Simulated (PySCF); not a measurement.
PySCF input file for Au(Cl)(SMe2) cation (C₂H₆AuClS), SMILES C[S](C)->[Au][Cl] (connectivity only; charge and spin as stated), charge +1, multiplicity 2, TDA-LC-ωPBE/def2-SVPD. Coordinates come from a B3LYP-D3(BJ)/def2-SVP optimisation. The multiplicity is an assumed one; other spin states were not compared. The isomer is the one that the SMILES or the coordinates give; other isomers of the formula were not compared. The def2 effective core potentials stand for the cores of Au; spin–orbit coupling is left out.

```python
import numpy as np
from pyscf import gto, scf, dft, tdscf

mol = gto.M(
    atom='''
    Au    0.42217575    0.17980142   -0.00000000
    Cl    2.58223756   -0.52754533    0.00000000
    C    -2.56603080   -0.54866253   -1.43073535
    S    -1.89163268    0.34848473    0.00000000
    C    -2.56603080   -0.54866253    1.43073535
    H    -2.27526894   -1.60716696   -1.38275737
    H    -3.65934616   -0.43730266   -1.40265735
    H    -2.16110016   -0.06945382   -2.33164338
    H    -2.27526894   -1.60716698    1.38275737
    H    -2.16110016   -0.06945382    2.33164338
    H    -3.65934616   -0.43730266    1.40265734
    ''',
    basis='def2-SVPD',
    ecp={'Au': 'def2-svp'},
    charge=1,
    spin=1,
    max_memory=1600,
    verbose=4,
)
mf = dft.UKS(mol, xc='lc_wpbe').density_fit(auxbasis='def2-universal-jkfit')
mf.grids.level = 3
mf.conv_tol = 1e-9
mf.max_cycle = 100
mf.kernel()
fine, coarse = mf.grids, dft.Grids(mol).set(level=1).build(with_non0tab=True)
for _ in range(3):  # follow internal instabilities
    mf.grids = coarse
    mo, _, stable, _ = mf.stability(return_status=True, nroots=4)
    mf.grids = fine
    if stable:
        break
    mf.kernel(mf.make_rdm1(mo, mf.mo_occ))
mf.grids = dft.Grids(mol).set(level=1).build(with_non0tab=True)  # coarser grid for the response kernel
td = tdscf.TDA(mf)
td.nstates = 10
td.conv_tol = 1e-4
td.kernel(x0=td.get_init_guess(mf, 15))
td.analyze(verbose=3)
```

It prints:

```
PySCF version 2.14.0

[INPUT] verbose = 4
[INPUT] num. atoms = 11
[INPUT] num. electrons = 69
[INPUT] charge = 1
[INPUT] spin (= nelec alpha-beta = 2S) = 1
[INPUT] symmetry False subgroup None
[INPUT] Mole.unit = angstrom
[INPUT] Symbol           X                Y                Z      unit          X                Y                Z       unit  Magmom
[INPUT]  1 Au     0.422175750000   0.179801420000   0.000000000000 AA    0.797796543933   0.339775440608   0.000000000000 Bohr   0.0
[INPUT]  2 Cl     2.582237560000  -0.527545330000   0.000000000000 AA    4.879721776965  -0.996916191993   0.000000000000 Bohr   0.0
[INPUT]  3 C     -2.566030800000  -0.548662530000  -1.430735350000 AA   -4.849095439199  -1.036821916511  -2.703697968234 Bohr   0.0
[INPUT]  4 S     -1.891632680000   0.348484730000   0.000000000000 AA   -3.574667693477   0.658540698293   0.000000000000 Bohr   0.0
[INPUT]  5 C     -2.566030800000  -0.548662530000   1.430735350000 AA   -4.849095439199  -1.036821916511   2.703697968234 Bohr   0.0
[INPUT]  6 H     -2.275268940000  -1.607166960000  -1.382757370000 AA   -4.299635156329  -3.037105390850  -2.613032726024 Bohr   0.0
[INPUT]  7 H     -3.659346160000  -0.437302660000  -1.402657350000 AA   -6.915162037379  -0.826382260944  -2.650638238108 Bohr   0.0
[INPUT]  8 H     -2.161100160000  -0.069453820000  -2.331643380000 AA   -4.083887430154  -0.131248698105  -4.406167408355 Bohr   0.0
[INPUT]  9 H     -2.275268940000  -1.607166980000   1.382757370000 AA   -4.299635156329  -3.037105428644   2.613032726024 Bohr   0.0
[INPUT] 10 H     -2.161100160000  -0.069453820000   2.331643380000 AA   -4.083887430154  -0.131248698105   4.406167408355 Bohr   0.0
[INPUT] 11 H     -3.659346160000  -0.437302660000   1.402657340000 AA   -6.915162037379  -0.826382260944   2.650638219211 Bohr   0.0

nuclear repulsion = 367.655358594777
number of shells = 75
number of NR pGTOs = 270
number of NR cGTOs = 177
basis = def2-SVPD
ecp = {'Au': 'def2-svp'}


******** <class 'pyscf.df.df_jk.DFUKS'> ********
method = DFUKS
initial guess = minao
damping factor = 0
level_shift factor = 0
DIIS = <class 'pyscf.scf.diis.CDIIS'>
diis_start_cycle = 1
diis_space = 8
diis_damp = 0
SCF conv_tol = 1e-09
SCF conv_tol_grad = None
SCF max_cycles = 100
direct_scf = False
number electrons alpha = 35  beta = 34
XC library pyscf.dft.libxc version 7.1.2
    S. Lehtola, C. Steigemann, M. J. T. Oliveira, and M. A. L. Marques,  SoftwareX 7, 1–5 (2018)
XC functionals = lc_wpbe
    O. A. Vydrov and G. E. Scuseria,  J. Chem. Phys. 125, 234109 (2006)
radial grids:
    Treutler-Ahlrichs [JCP 102, 346 (1995); DOI:10.1063/1.469408] (M4) radial grids

becke partition: Becke, JCP 88, 2547 (1988); DOI:10.1063/1.454033
pruning grids: <function nwchem_prune>
grids dens level: 3
symmetrized grids: False
atomic radii adjust function: <function treutler_atomic_radii_adjust>
small_rho_cutoff = 0
Set gradient conv threshold to 3.16228e-05
tot grids = 149152
Create RSH-DF object <pyscf.df.df.DF object> for omega=0.4
******** <class 'pyscf.df.df.DF'> ********
auxbasis = auxmol.basis = def2-universal-jkfit
init E= -1061.71676936929
  alpha nocc = 35  HOMO = -0.60458171211005  LUMO = -0.480241861014775
  beta  nocc = 34  HOMO = -0.650593317092084  LUMO = -0.60458171211005

WARN: HOMO -0.60458171211005 >= LUMO -0.60458171211005

cycle= 1 E= -1071.98697408779  delta_E= -10.3  |g|= 1.34  |ddm|= 7.81
  alpha nocc = 35  HOMO = -0.139460272972595  LUMO = -0.128383016511268
  beta  nocc = 34  HOMO = -0.14373759187803  LUMO = -0.132311317192136
  HOMO = -0.139460272973  LUMO = -0.132311317192  gap/eV = 0.19453
cycle= 2 E= -1048.43061717498  delta_E= 23.6  |g|= 4.77  |ddm|= 21.8
  alpha nocc = 35  HOMO = -0.546908673405699  LUMO = -0.191419304231971
  beta  nocc = 34  HOMO = -0.55054380550493  LUMO = -0.422432065654419
  HOMO = -0.546908673406  LUMO = -0.422432065654  gap/eV = 3.38718
cycle= 3 E= -1072.88116448471  delta_E= -24.5  |g|= 0.471  |ddm|= 21.6
  alpha nocc = 35  HOMO = -0.5368889323028  LUMO = -0.144907425320462
  beta  nocc = 34  HOMO = -0.540099307231322  LUMO = -0.383336183823431
  HOMO = -0.536888932303  LUMO = -0.383336183823  gap/eV = 4.17838
cycle= 4 E= -1073.05336546653  delta_E= -0.172  |g|= 0.101  |ddm|= 1.07
  alpha nocc = 35  HOMO = -0.503904712271263  LUMO = -0.133692856874474
  beta  nocc = 34  HOMO = -0.502429822378124  LUMO = -0.352394700264952
  HOMO = -0.502429822378  LUMO = -0.352394700265  gap/eV = 4.08266
cycle= 5 E= -1073.0663110586  delta_E= -0.0129  |g|= 0.0718  |ddm|= 0.32
  alpha nocc = 35  HOMO = -0.534268295275744  LUMO = -0.127346428630612
  beta  nocc = 34  HOMO = -0.530711566448832  LUMO = -0.347336991568781
  HOMO = -0.530711566449  LUMO = -0.347336991569  gap/eV = 4.98988
cycle= 6 E= -1073.0720404278  delta_E= -0.00573  |g|= 0.0435  |ddm|= 0.153
  alpha nocc = 35  HOMO = -0.546779157938566  LUMO = -0.128371527111573
  beta  nocc = 34  HOMO = -0.539522268677857  LUMO = -0.34668979772897
  HOMO = -0.539522268678  LUMO = -0.346689797729  gap/eV = 5.24724
cycle= 7 E= -1073.07734552906  delta_E= -0.00531  |g|= 0.0382  |ddm|= 0.188
  alpha nocc = 35  HOMO = -0.563169579140293  LUMO = -0.129140805192435
  beta  nocc = 34  HOMO = -0.548669286540055  LUMO = -0.336350601384567
  HOMO = -0.54866928654  LUMO = -0.336350601385  gap/eV = 5.77749
cycle= 8 E= -1073.08249669562  delta_E= -0.00515  |g|= 0.0244  |ddm|= 0.227
  alpha nocc = 35  HOMO = -0.573938127574191  LUMO = -0.130192604579116
  beta  nocc = 34  HOMO = -0.552055521917298  LUMO = -0.335471362278042
  HOMO = -0.552055521917  LUMO = -0.335471362278  gap/eV = 5.89356
cycle= 9 E= -1073.086005759  delta_E= -0.00351  |g|= 0.022  |ddm|= 0.194
  alpha nocc = 35  HOMO = -0.585082261474259  LUMO = -0.131298462985313
  beta  nocc = 34  HOMO = -0.556343445228726  LUMO = -0.333667630171504
  HOMO = -0.556343445229  LUMO = -0.333667630172  gap/eV = 6.05932
cycle= 10 E= -1073.08835568315  delta_E= -0.00235  |g|= 0.0171  |ddm|= 0.158
  alpha nocc = 35  HOMO = -0.584633022169096  LUMO = -0.13200647450148
  beta  nocc = 34  HOMO = -0.560310725675656  LUMO = -0.331335999444747
  HOMO = -0.560310725676  LUMO = -0.331335999445  gap/eV = 6.23072
cycle= 11 E= -1073.09078526772  delta_E= -0.00243  |g|= 0.0124  |ddm|= 0.211
  alpha nocc = 35  HOMO = -0.580301629464845  LUMO = -0.130874862273263
  beta  nocc = 34  HOMO = -0.555428277133245  LUMO = -0.334415328022757
  HOMO = -0.555428277133  LUMO = -0.334415328023  gap/eV = 6.01407
cycle= 12 E= -1073.09162929612  delta_E= -0.000844  |g|= 0.0122  |ddm|= 0.105
  alpha nocc = 35  HOMO = -0.565028458182439  LUMO = -0.131389210020139
  beta  nocc = 34  HOMO = -0.571411857335058  LUMO = -0.317108157577024
  HOMO = -0.565028458182  LUMO = -0.317108157577  gap/eV = 6.74626
cycle= 13 E= -1073.09221833301  delta_E= -0.000589  |g|= 0.0155  |ddm|= 0.238
  alpha nocc = 35  HOMO = -0.570137062835696  LUMO = -0.130939766284186
  beta  nocc = 34  HOMO = -0.563194927358352  LUMO = -0.325460163777322
  HOMO = -0.563194927358  LUMO = -0.325460163777  gap/eV = 6.46909
cycle= 14 E= -1073.09240805161  delta_E= -0.00019  |g|= 0.00461  |ddm|= 0.0662
  alpha nocc = 35  HOMO = -0.569635836999445  LUMO = -0.130218414821427
  beta  nocc = 34  HOMO = -0.559174126043465  LUMO = -0.328494777730455
  HOMO = -0.559174126043  LUMO = -0.32849477773  gap/eV = 6.27710
cycle= 15 E= -1073.09247648078  delta_E= -6.84e-05  |g|= 0.00185  |ddm|= 0.0331
  alpha nocc = 35  HOMO = -0.568422006923957  LUMO = -0.130157697452654
  beta  nocc = 34  HOMO = -0.559572398464313  LUMO = -0.327996926427844
  HOMO = -0.559572398464  LUMO = -0.327996926428  gap/eV = 6.30149
cycle= 16 E= -1073.09249004804  delta_E= -1.36e-05  |g|= 0.000729  |ddm|= 0.0223
  alpha nocc = 35  HOMO = -0.568236427519165  LUMO = -0.130242437389873
  beta  nocc = 34  HOMO = -0.559920975542633  LUMO = -0.327815492224488
  HOMO = -0.559920975543  LUMO = -0.327815492224  gap/eV = 6.31591
cycle= 17 E= -1073.09249105951  delta_E= -1.01e-06  |g|= 0.00042  |ddm|= 0.00387
  alpha nocc = 35  HOMO = -0.568297183284757  LUMO = -0.130221924564459
  beta  nocc = 34  HOMO = -0.559859676744611  LUMO = -0.327774780429692
  HOMO = -0.559859676745  LUMO = -0.32777478043  gap/eV = 6.31535
cycle= 18 E= -1073.09249143851  delta_E= -3.79e-07  |g|= 0.000179  |ddm|= 0.00148
  alpha nocc = 35  HOMO = -0.568230663081006  LUMO = -0.130223687163655
  beta  nocc = 34  HOMO = -0.559910862364412  LUMO = -0.327681611041569
  HOMO = -0.559910862364  LUMO = -0.327681611042  gap/eV = 6.31928
cycle= 19 E= -1073.09249151289  delta_E= -7.44e-08  |g|= 0.000174  |ddm|= 0.00173
  alpha nocc = 35  HOMO = -0.568290195599841  LUMO = -0.130232167632019
  beta  nocc = 34  HOMO = -0.559819428849476  LUMO = -0.327811221494542
  HOMO = -0.559819428849  LUMO = -0.327811221495  gap/eV = 6.31326
cycle= 20 E= -1073.09249161939  delta_E= -1.07e-07  |g|= 8.2e-05  |ddm|= 0.0011
  alpha nocc = 35  HOMO = -0.568306401083342  LUMO = -0.130234793676089
  beta  nocc = 34  HOMO = -0.559806092139555  LUMO = -0.327828900569912
  HOMO = -0.55980609214  LUMO = -0.32782890057  gap/eV = 6.31242
cycle= 21 E= -1073.09249169215  delta_E= -7.28e-08  |g|= 5.84e-05  |ddm|= 0.000725
  alpha nocc = 35  HOMO = -0.568308803461145  LUMO = -0.130236016150016
  beta  nocc = 34  HOMO = -0.559801483758836  LUMO = -0.327830010762554
  HOMO = -0.559801483759  LUMO = -0.327830010763  gap/eV = 6.31227
cycle= 22 E= -1073.09249171889  delta_E= -2.67e-08  |g|= 4.86e-05  |ddm|= 0.000402
  alpha nocc = 35  HOMO = -0.568321440989891  LUMO = -0.130240757255184
  beta  nocc = 34  HOMO = -0.55979953442164  LUMO = -0.327833343804841
  HOMO = -0.559799534422  LUMO = -0.327833343805  gap/eV = 6.31212
cycle= 23 E= -1073.09249176653  delta_E= -4.76e-08  |g|= 3.68e-05  |ddm|= 0.000694
  alpha nocc = 35  HOMO = -0.568315133615792  LUMO = -0.130239669528582
  beta  nocc = 34  HOMO = -0.559793505549655  LUMO = -0.327830902418924
  HOMO = -0.55979350555  LUMO = -0.327830902419  gap/eV = 6.31202
cycle= 24 E= -1073.09249179592  delta_E= -2.94e-08  |g|= 2.3e-05  |ddm|= 0.000774
  alpha nocc = 35  HOMO = -0.568308376737984  LUMO = -0.130239604804454
  beta  nocc = 34  HOMO = -0.559789336389611  LUMO = -0.32783212146542
  HOMO = -0.55978933639  LUMO = -0.327832121465  gap/eV = 6.31188
cycle= 25 E= -1073.09249179726  delta_E= -1.34e-09  |g|= 1.13e-05  |ddm|= 0.000676
  alpha nocc = 35  HOMO = -0.568308303104997  LUMO = -0.130239744955961
  beta  nocc = 34  HOMO = -0.559786034787286  LUMO = -0.327832387173146
  HOMO = -0.559786034787  LUMO = -0.327832387173  gap/eV = 6.31178
cycle= 26 E= -1073.09249179776  delta_E= -5.06e-10  |g|= 5.21e-06  |ddm|= 0.000311
  alpha nocc = 35  HOMO = -0.568309282279233  LUMO = -0.130239353665481
  beta  nocc = 34  HOMO = -0.559785981807042  LUMO = -0.327831963237756
  HOMO = -0.559785981807  LUMO = -0.327831963238  gap/eV = 6.31179
Extra cycle  E= -1073.09249179783  delta_E= -6.91e-11  |g|= 3.74e-06  |ddm|= 1.91e-05
converged SCF energy = -1073.09249179783  <S^2> = 0.758806  2S+1 = 2.0087867
tot grids = 46760
uhf_internal: lowest eigs of H = [0.01543881 0.04756991 0.0833855  0.14655362]
<class 'pyscf.df.df_jk.DFUKS'> wavefunction is stable in the internal stability analysis
tot grids = 46760


******** <class 'pyscf.tdscf.uks.TDA'> for <class 'pyscf.df.df_jk.DFUKS'> ********
nstates = 10
deg_eia_thresh = 1.000e-03
wfnsym = None
conv_tol = 0.0001
eigh lindep = 1e-12
eigh level_shift = 0
eigh max_cycle = 100


Excitation energies (eV)
[0.26867473 0.75217442 1.63841296 1.99317738 2.0547215  2.94826279
 3.08128258 3.9882927  5.56495696 5.76019399]

** Excitation energies and oscillator strengths **
Excited State   1:      0.26867 eV   4614.66 nm  f=0.0000
Excited State   2:      0.75217 eV   1648.34 nm  f=0.0001
Excited State   3:      1.63841 eV    756.73 nm  f=0.0923
Excited State   4:      1.99318 eV    622.04 nm  f=0.0001
Excited State   5:      2.05472 eV    603.41 nm  f=0.0203
Excited State   6:      2.94826 eV    420.53 nm  f=0.0000
Excited State   7:      3.08128 eV    402.38 nm  f=0.0859
Excited State   8:      3.98829 eV    310.87 nm  f=0.0032
Excited State   9:      5.56496 eV    222.79 nm  f=0.0016
Excited State  10:      5.76019 eV    215.24 nm  f=0.0068
```

The run converged.
